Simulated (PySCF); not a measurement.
3-ethynylfuran (C₆H₄O), SMILES C#Cc1ccoc1.

Coordinates come from a PBE0-D3(BJ)/def2-SVP optimisation.

Vertical ionisation energy (IE) and electron affinity (EA) in eV. Rows of orbital energies are one-electron estimates. Where ΔSCF, EOM or ADC give a negative EA the extra electron is unbound and the value depends on the basis.

```
level                                          IE    EA
-------------------------------------------  ----  ----
−ε(HOMO), −ε(LUMO), B3LYP/def2-TZVP (PySCF)  6.47  0.69
−ε(HOMO), −ε(LUMO), PBE/def2-TZVP (PySCF)    5.67  1.38
```
